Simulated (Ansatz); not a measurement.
System: BeF2 (charge +1, doublet). SMILES of the parent species: [F][Be][F]
Geometry from a B3LYP-D3(BJ)/def2-TZVP (Ansatz, a program for electronic structure) optimisation:
```
Be
F 1 1.4390
F 1 1.4390 2 180.00
```
Charge +1, spin multiplicity 2.

Parts of the frozen-core correlation energy in def2-QZVPP (Ansatz, hartree). Frozen orbitals: 3; correlated occupied orbitals by spin: 8 and 7; virtual: 139 and 140. UHF or UKS for open shells. Spin-orbit coupling is left out. Non-relativistic.

| term | value |
|---|---|
| reference (HF) | -213.27451 |
| MP2 opposite-spin | … |
| MP2 same-spin | … |
| CCSD correlation | … |
| (T) | -0.01686 |
| T1 diagnostic | 0.052 |
| largest doubles amplitude | 0.029 |
| <S^2> of the reference | 0.754 |

**Question.** Some entries are withheld; supply them.

**Answer.** 
- MP2 opposite-spin, value: -0.39720
- MP2 same-spin, value: -0.12967
- CCSD correlation, value: -0.53563
